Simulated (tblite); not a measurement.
**Question.** Write Cartesian coordinates for `C=C[C](C#N)C#CC#CC` [radical] as optimised with GFN2-xTB. (Doublet state.)

**Answer.** 
```xyz
16
C9H6N angstrom
C     -3.490    1.760   -1.330
C     -2.249    1.456   -0.918
C     -1.830    0.141   -0.553
C     -2.720   -0.940   -0.604
N     -3.448   -1.831   -0.642
C     -0.546   -0.123   -0.137
C      0.596   -0.362    0.235
C      1.850   -0.613    0.643
C      2.984   -0.836    1.011
C      4.327   -1.106    1.449
H     -4.257    1.007   -1.409
H     -3.761    2.766   -1.594
H     -1.491    2.226   -0.845
H      4.903   -1.543    0.632
H      4.313   -1.809    2.283
H      4.812   -0.183    1.769
```

Orientation and origin are arbitrary. Atoms count from 1 in this order. C3 (carbon bonded to 3 C) is planar (angles 121.9°, 121.0° and 117.1°, sum 360.0°, 0.00 Å off the plane of its three neighbours). The C–C distances run from 1.213 Å (C8≡C9, drawn triple) to 1.437 Å (C9–C10, drawn single), a spread of 0.224 Å. C1 (carbon bonded to C and 2 H) is planar (angles 121.5°, 121.3° and 117.2°, sum 360.0°, 0.00 Å off the plane of its three neighbours). C2 (carbon bonded to 2 C and H) is planar (angles 123.9°, 120.5° and 115.6°, sum 360.0°, 0.00 Å off the plane of its three neighbours).

Bonds between heavy atoms (Å): C1=C2 1.343, C2–C3 1.428, C3–C4 1.401, C4≡N5 1.151, C3–C6 1.376, C6≡C7 1.224, C7–C8 1.343, C8≡C9 1.213, C9–C10 1.437.

Computed geometry: GFN2-xTB, gas phase. This method treats the open shell by occupation alone, without spin polarisation.

Its lowest GFN2-xTB frequency is 4i cm⁻¹, too small to tell a flat minimum from a shallow saddle. Torsions: C1–C2–C3–C4 0°.

One conformer stands for the species.
